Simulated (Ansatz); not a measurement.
Basis-set series for CFGaOS. The species carries charge 0 and has multiplicity 1. The bonds changed during the relaxation, so this is another structure than the one it started from. All single points use the PBE0-D4/def2-TZVP geometry.

```tsv
atom	x (Å)	y (Å)	z (Å)
F1	-1.2134	0.9492	0.9322
Ga2	-0.1757	2.3437	0.4758
O3	-0.4258	-1.9133	-0.0229
C4	0.3618	-1.1789	-0.4166
S5	1.4532	-0.2008	-0.9686
```

```json
{"functional": "PBE0-D4", "basis": "def2-TZVPP", "functions": "183", "energy (Eh)": "-2535.79132", "HOMO (eV)": "-7.57", "LUMO (eV)": "-1.47"}
{"functional": "PBE0-D4", "basis": "def2-QZVPP", "functions": "330", "energy (Eh)": "-2535.85822", "HOMO (eV)": "-7.60", "LUMO (eV)": "-1.52"}
{"functional": "ωB97M-V", "basis": "def2-TZVPP", "functions": "183", "energy (Eh)": "-2536.23124", "HOMO (eV)": "-9.72", "LUMO (eV)": "0.37"}
{"functional": "ωB97M-V", "basis": "def2-QZVPP", "functions": "330", "energy (Eh)": "-2536.29522", "HOMO (eV)": "-9.76", "LUMO (eV)": "0.14"}
```

Q: Give the rows for def2-SVP. (An estimate is asked.)

A: Computed: 
```tsv
functional	basis	functions	energy (Eh)	HOMO (eV)	LUMO (eV)
PBE0-D4	def2-SVP	92	-2535.14811	-7.48	-1.35
ωB97M-V	def2-SVP	92	-2535.58463	-9.61	0.51
```

Positive LUMOs are unbound and depend on the basis. Scalar relativity is left out up to krypton.
